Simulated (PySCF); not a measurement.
## Bond curve of SnN

Set-up: PySCF, scalar-relativistic core potentials, basis sets Sn aug-cc-pVDZ-PP with ECP28, N aug-cc-pVDZ. Energies in eV from Sn + N in their ground configurations at the same level. All curves are PBE0. state 1: ²Π (doublet), unpaired electrons π ↑; state 2: ²Σ⁺ (doublet), unpaired electrons σ ↑, a second solution, started from another occupation; state 3: ⁴Π (quartet), unpaired electrons π ↑↑↑, a second solution, started from another occupation; state 4: sextet, unpaired electrons σ ↑, π ↑↑↑↑, a second solution, started from another occupation.

```tsv
R (Å)	state 1	state 2	state 3	state 4
1.710	-1.293	-1.741	1.672	4.0742
1.789	-1.985	-2.155	0.511	2.8701
1.869	-2.345	-2.290	-0.285	2.0081
1.928	-2.459	-2.270	-0.702	1.5281
1.988	-2.481	-2.184	-0.998	1.1577
2.048	-2.439	-2.056	-1.199	0.8721
2.127	-2.323	-1.851	-1.352	0.5905
2.227	-2.124	-1.577	-1.409	0.3528
2.346	-1.850	-1.262	-1.345	0.1763
2.505	-1.474	-0.903	-1.132	0.0488
```

**Question.** Put a parabola through the three lowest points of the state 1 curve and estimate Re, k and ωe (reduced mass 12.54 u; 1 eV/Å² = 0.16022 mdyn/Å; ωe = 1302.8·√(k/μ) cm⁻¹).

**Answer.** Through R = 1.928, 1.988, 2.048 Å the second-order coefficient is 8.89 eV/Å², so Re ≈ 1.979 Å, k ≈ 2.85 mdyn/Å and ωe ≈ 621 cm⁻¹. A polynomial fit of higher order to the unrounded PBE0 energies gives Re = 1.975 Å, k = 3.06 mdyn/Å, ωe = 643 cm⁻¹; anharmonicity and rounding make the difference.

The higher-order fit for each curve: state 1: Re = 1.975 Å, ωe = 643 cm⁻¹, De = 2.48 eV; state 2: Re = 1.884 Å, ωe = 741 cm⁻¹, minimum 2.29 eV below the ground-state fragments; state 3: Re = 2.225 Å, ωe = 474 cm⁻¹, minimum 1.41 eV below the ground-state fragments. State 4 gave no clean fit.

⟨S²⟩ of the unrestricted solution departs from its pure value on part of the curve, where spin states mix. Spin–orbit coupling is left out, which matters for elements this heavy, above all for dissociation energies. The state is the lowest determinant that a PBE0 search found; another state may lie lower at other levels.
